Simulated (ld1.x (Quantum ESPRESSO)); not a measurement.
Scattering properties, RRKJ potential for Ga

| Property | Result |
| --- | --- |
| Element | Ga |
| Generator | ld1.x (Quantum ESPRESSO) 7.5 |
| Type | norm-conserving RRKJ (Kleinman–Bylander form) |
| Functional | LDA (PZ) |
| Relativity | scalar-relativistic |
| Frozen core | [Ar] |
| Valence charge | 13 |
| Reference configuration | 3d10 4s2 4p1 |
| Partial waves | 4s (bound): rc 2.05 bohr; 4p (bound): rc 1.90 bohr; 3d (bound): rc 1.30 bohr |
| Local potential | all-electron potential smoothed inside 1.25 bohr (lloc = -1) |
| Core correction | none |
| rho0 | 0.001 |

The phase is arctan(r·u′/u) with u = r·R(r), unwrapped; energies in Ry, scanned from -3 to 5 Ry. A pole is an energy at which the radial function vanishes at the test radius. The pseudo phase is shifted by a multiple of π to meet the all-electron one at the reference energy, and phase errors are pseudo minus all-electron; the curves can meet again beyond the range given. Levels narrower than the energy grid can be missing from the lists of poles.

| channel | radius (bohr) | reference energy (Ry) | poles, all-electron | poles, pseudo | unbroken range about the reference energy with phases within 0.05 rad | phase error 1 Ry above the reference energy (rad) |
| --- | --- | --- | --- | --- | --- | --- |
| s | 2.25 | -0.67 | 1.44 | -2.16, 1.46 | above -2.0 | +0.002 |
| p | 2.25 | -0.20 | 2.75 | 2.35 | below 2.5 | -0.014 |
| d | 2.25 | -1.43 | -1.34 | -1.34 | below 1.2 | +0.003 |

Note: ghost state, extra bound levels that the all-electron valence spectrum of the same l lacks: s at -29.6 eV. A true bound ghost makes a file unfit for plane-wave use.

Phases in the p channel:

| E (Ry) | all-electron | pseudo |
| --- | --- | --- |
| -3.00 | 1.278 | 1.276 |
| -2.76 | 1.262 | 1.260 |
| -2.52 | 1.244 | 1.241 |
| -2.28 | 1.221 | 1.219 |
| -2.04 | 1.195 | 1.192 |
| -1.80 | 1.162 | 1.159 |
| -1.56 | 1.121 | 1.118 |
| -1.32 | 1.068 | 1.065 |
| -1.08 | 0.996 | 0.993 |
| -0.84 | 0.894 | 0.891 |
| -0.60 | 0.742 | 0.741 |
| -0.36 | 0.508 | 0.507 |
| -0.12 | 0.151 | 0.151 |
| 0.12 | -0.296 | -0.299 |
| 0.36 | -0.694 | -0.702 |
| 0.60 | -0.968 | -0.979 |
| 0.84 | -1.144 | -1.158 |
| 1.08 | -1.261 | -1.278 |
| 1.32 | -1.343 | -1.363 |
| 1.56 | -1.404 | -1.427 |
| 1.80 | -1.451 | -1.478 |
| 2.04 | -1.489 | -1.521 |
| 2.28 | -1.521 | -1.560 |
| 2.52 | -1.548 | -1.597 |
| 2.76 | -1.572 | -1.634 |
| 3.00 | -1.594 | -1.675 |
| 3.24 | -1.614 | -1.726 |
| 3.48 | -1.633 | -1.798 |
| 3.72 | -1.652 | -1.925 |
| 3.96 | -1.670 | -2.241 |
| 4.20 | -1.689 | -3.305 |
| 4.44 | -1.709 | -4.188 |
| 4.68 | -1.731 | -4.444 |
| 4.92 | -1.754 | -4.553 |
